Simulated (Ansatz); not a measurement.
Coupled-cluster diagnostics for the cluster Ge4H6, Ansatz.

Geometry of the singlet (PBE-D4/def2-SVP):

```xyz
10

Ge    0.934    0.301    1.224
Ge   -0.932   -0.301   -1.226
Ge   -0.109    1.874   -0.377
Ge    0.108   -1.874    0.378
H     0.970    2.705   -1.125
H     1.288   -2.804   -0.015
H     2.186    0.173    0.231
H    -2.185   -0.174   -0.235
H    -0.971   -2.702    1.127
H    -1.289    2.803    0.018
```

Correlated methods freeze 36 core orbitals; core or outer-core shells of Ge are correlated, in sets that lack core-valence functions. Another isomer (singlet) lies 0.36 eV lower at PBE0-D4/def2-TZVP; other spin states weren't run for this one.

Task: Estimate the CCSD(T) correlation energy, the shares of MP2 and (T), T1 and the reference's ⟨S²⟩ for: charge 0, singlet, own geometry in def2-SVP; and the rough time on 4 threads of Intel Xeon Platinum 8223CL on a shared host.

Result: 
```csv
state,basis,correlation (eV),MP2 share (%),(T) share (%),T1,⟨S²⟩ (pure),wall time,remarks
"charge 0, singlet, own geometry",def2-SVP,-26.472,95.5,3.8,0.012,0.00 (0.00),30 s,restricted SCF unstable
```
Customary marks for T1 are 0.02 (closed shells), 0.045 (open shells) and about 0.05 (3d metals). T1 stays under 0.02 throughout.
